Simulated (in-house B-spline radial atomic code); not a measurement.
How numerical settings move a run on Br V (Br4+), [Ar] 3d10 4s2 4p1. Computed with an all-electron radial atomic-structure program (B-spline basis): non-relativistic Hartree-Fock, average of configuration, point nucleus.

Command:
```bash
python run_scf.py task.json out
```
Settings of the sound reference run:
```
Z                35
electrons        31
configuration    [Ar] 3d10 4s2 4p1
hamiltonian      nr
method           hf
spin_polarised   False
knot_spacing     0.22
spline_order     8
gauss_points     12
box_radius       12.77
max_iterations   70
damping          0.5
damped_steps     3
diis_vectors     10
tolerance        1e-08
start            Thomas-Fermi
```

Time taken, with all properties: 0.09 s on 1 thread of Intel(R) Xeon(R) Platinum 8375C CPU @ 2.90GHz (shared host).

It converges in 9 iterations to -2568.339292 hartree, with 4p at -58.3782 eV. The other runs change the listed settings, some to values that make no sense; their results aren't properties of the atom or ion. Radii are in bohr (the nuclear one in fm), a minus after a letter asks for a j subshell, and «unchanged» means within 1e-8 hartree. The run stops when the residual is below 10 × tolerance × max(1, Z/10), or a noise floor if that is larger, and the energy moves by less than 1e-8 × √|E| hartree; so very loose and very tight tolerances often act alike.

```tsv
changed settings	outcome
damping = 0.2	converged in 9 iterations, energy unchanged, 4p level -4.1e-06 eV
max_iterations = 5	not converged after 5 iterations, last residual 7.3e-03, last energy +8.24e-04 hartree from the reference
box_radius = 6.38	converged in 9 iterations, energy +5.90e-06 hartree from the reference, 4p level +1.6e-04 eV (the program warns: 4p reaches the box edge; 4s reaches the box edge)
max_iterations = 3	not converged after 3 iterations, last residual 6.3e-02, last energy +5.73e-02 hartree from the reference
box_radius = 1.92	converged in 9 iterations, energy +3.63e+00 hartree from the reference, 4p level +4.2e+01 eV (the program warns: 4p reaches the box edge; 3s reaches the box edge)
hamiltonian = dirac, nucleus = fermi, rms_radius = 4.1629, mass_number = 79, atomic_mass = 78.91834, speed_of_light = 38.50712	converged in 10 iterations to -3326.1826 hartree, a different physical problem
electrons = 37, configuration = [Ar] 3d10 4s2 4p7, max_iterations = 50	stopped with error: shell 4p holds at most 6 electrons
box_radius = 1.28	converged in 9 iterations, energy +2.59e+01 hartree from the reference, 4p level +2.2e+02 eV (the program warns: 4p has a positive eigenvalue: unbound, held by the box; 4s has a positive eigenvalue: unbound, held by the box)
max_iterations = 8	not converged after 8 iterations, last residual 2.4e-06, last energy +4.00e-10 hartree from the reference
max_iterations = 2	not converged after 2 iterations, last residual 2.9e-01, last energy +1.18e+00 hartree from the reference
box_radius = 3.83	converged in 9 iterations, energy +2.05e-02 hartree from the reference, 4p level +4.2e-01 eV (the program warns: 4p reaches the box edge; 3d reaches the box edge)
first_knot = 2.86e-06, max_iterations = 75, damped_steps = 8	converged in 11 iterations, energy unchanged, 4p level +4.2e-05 eV
damping = 0.8	converged in 10 iterations, energy unchanged, 4p level -4.9e-06 eV
box_radius = 0.51, max_iterations = 5, damping = 0.8, tolerance = 0.01	not converged after 5 iterations, last residual 1.0e-02, last energy +8.84e+02 hartree from the reference
box_radius = 51.08, max_iterations = 50, damping = 0.2, diis_vectors = 1, tolerance = 0.0001	converged in 15 iterations, energy +2.05e-07 hartree from the reference, 4p level -1.0e-03 eV
```

(1) What happens with box_radius = 25.54, max_iterations = 5, damped_steps = 8?

(2) What happens with gauss_points = 6, max_iterations = 60, tolerance = 0.001, start = bare nucleus?

(3) What happens with box_radius = 0.77?

(4) What happens with damping = 0.95?

## Answers

(1) Not converged after 5 iterations, last residual 3.6e-03, last energy +2.27e-04 hartree from the reference.

(2) Converged in 10 iterations, energy unchanged, 4p level -3.3e-06 eV.

(3) Converged in 8 iterations, energy +2.13e+02 hartree from the reference, 4p level +1.2e+03 eV (the program warns: 4p has a positive eigenvalue: unbound, held by the box; 3s has a positive eigenvalue: unbound, held by the box).

(4) Converged in 10 iterations, energy unchanged, 4p level -4.3e-06 eV.
